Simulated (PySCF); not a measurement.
Identify the unknown among the candidates.

All candidates are C7H13NOSi.

| technique | computed result |
| --- | --- |
| 1H NMR | chemical shifts (computed TMS as zero) by class: 5.36 (1 H), 3.98 (1 H), 2.41 (1 H), 2.05 (2 H), 1.92 (2 H), 1.31 (6 H) ppm [GIAO PBE0/pcSseg-1] |
| Rotational structure | rotational constants A, B, C: 2.563, 0.516, 0.488 GHz [GFN2-xTB] |
| NMR, other nuclei | isotropic shieldings of nuclei other than C and H, by class: -27 (1 N), 250 (1 O), 363 (1 Si) ppm [GIAO PBE0/pcSseg-1] |
| 13C NMR | chemical shifts (computed TMS as zero) by class: 129.2 (1 C), 71.3 (1 C), 30.3 (2 C), 27.7 (2 C), 13.4 (1 C) ppm [GIAO PBE0/pcSseg-1] |
| Dipole | 5.48 D [PBE0/pcSseg-1] |

Electronic properties: PySCF, gas phase, density fitting. Levels stand in brackets. One conformer (not necessarily the lowest) at the GFN2-xTB geometry, without solvent, vibrations or thermal averaging. GFN2-xTB frequencies show an imaginary mode (22i cm⁻¹), so this geometry is no minimum at that level. NMR values are class means; diastereotopic atoms form classes of their own.

**Question.** Which candidate is it?
A. `C[C@@H]([SiH3])[C@](C)(C=O)CC#N`
B. `CC(=O)NC/C(C)=C1\C[SiH2]1`
C. `C=C([SiH2]N)C(=O)CC1CC1`
D. `CC(C)O[Si@H]1C[C@@H](C#N)C1`

**Answer.** D. It is `CC(C)O[Si@H]1C[C@@H](C#N)C1`. Numbering: `[CH3:1][CH:2]([CH3:3])[O:4][Si@H:5]1[CH2:6][C@@H:7]([C:8]#[N:9])[CH2:10]1`. Its formula, C7H13NOSi, gives 3 degrees of unsaturation: 1 ring and 2 π bonds in the structure found. 7 carbons fall into 5 classes; from least to most shielded: nitrile carbon [C8] (129.2 ppm), chain sp3 carbon bound to oxygen [C2] (71.3 ppm), ring sp3 carbon bound to silicon [C6/C10] (30.3 ppm, 2 C, up to 3.5 ppm apart in this geometry), methyl carbon [C1/C3] (27.7 ppm, 2 C), sp3 carbon next to a nitrile [C7] (13.4 ppm). Hydrogen classes from least to most shielded: 1 H on an oxygen-bound silicon, Si5 (5.36 ppm), 1 H on an sp3 carbon bound to oxygen, C2 (3.98 ppm), 1 H on an sp3 carbon next to a nitrile, C7 (2.41 ppm), 2 H on 2 like atoms (sp3 carbon bound to silicon), C6/C10 (2.05 ppm), 2 H on 2 like atoms (sp3 carbon bound to silicon), C6/C10 (1.92 ppm), 6 H on 2 methyl carbons, C1/C3 (1.31 ppm, a mean of values up to 0.5 ppm apart in this geometry). The other shieldings belong to: -27 ppm, nitrile nitrogen [N9]; 250 ppm, silyl ether oxygen [O4]; 363 ppm, oxygen-bound silicon [Si5]. The optimised geometry has point group C1 and is an asymmetric top.

The others, at the same levels:
- `CC(=O)NC/C(C)=C1\C[SiH2]1` fails: it has 7 carbon classes against 5; its computed 13C shifts are 169.2 (1 C), 155.1 (1 C), 129.0 (1 C), 45.4 (1 C), 27.1 (1 C), 24.5 (1 C), -0.5 (1 C) ppm, 1H shifts are 4.34 (1 H), 4.33 (2 H), 3.23 (2 H), 2.11 (3 H), 1.91 (3 H), 1.10 (2 H) ppm and smallest rotational constant is 0.455 GHz (against 0.488 GHz).
- `C=C([SiH2]N)C(=O)CC1CC1` fails: it has 6 carbon classes against 5; its computed 13C shifts are 211.4 (1 C), 159.6 (1 C), 143.0 (1 C), 47.5 (1 C), 7.5 (1 C), 6.4 (2 C) ppm, 1H shifts are 6.80 (1 H), 6.65 (1 H), 5.09 (2 H), 2.58 (2 H), 1.52 (1 H), 0.58 (2 H), -0.02 (2 H), -0.07 (2 H) ppm and rotational constant A is 2.903 GHz (against 2.563 GHz).
- `C[C@@H]([SiH3])[C@](C)(C=O)CC#N` fails: it has 7 carbon classes against 5; its computed 13C shifts are 213.6 (1 C), 122.2 (1 C), 53.8 (1 C), 23.8 (1 C), 18.3 (1 C), 17.1 (1 C), 15.4 (1 C) ppm, 1H shifts are 9.68 (1 H), 4.13 (3 H), 2.68 (1 H), 2.33 (1 H), 1.58 (1 H), 1.06 (3 H), 0.97 (3 H) ppm and rotational constant A is 1.451 GHz (against 2.563 GHz).

Each candidate is one conformer, not necessarily the lowest. The conformers computed, where there is a choice (atom-mapped SMILES and torsion angles):
- `[CH3:1][CH:2]([CH3:3])[O:4][Si@H:5]1[CH2:6][C@@H:7]([C:8]#[N:9])[CH2:10]1`: C1–C2–O4–Si5 129°, C2–O4–Si5–C6 94°
- `[CH3:1][C:2](=[O:3])[NH:4][CH2:5]/[C:6]([CH3:7])=[C:8]1\[CH2:9][SiH2:10]1`: C1–C2–N4–C5 -176°, C2–N4–C5–C6 112°, N4–C5–C6–C7 -79°
- `[CH3:1][C@@H:2]([SiH3:3])[C@:4]([CH3:5])([CH:6]=[O:7])[CH2:8][C:9]#[N:10]`: C1–C2–C4–C5 -51°, C2–C4–C6–O7 24°, C2–C4–C8–C9 62°

The conformers of `C=C([SiH2]N)C(=O)CC1CC1` aren't listed.
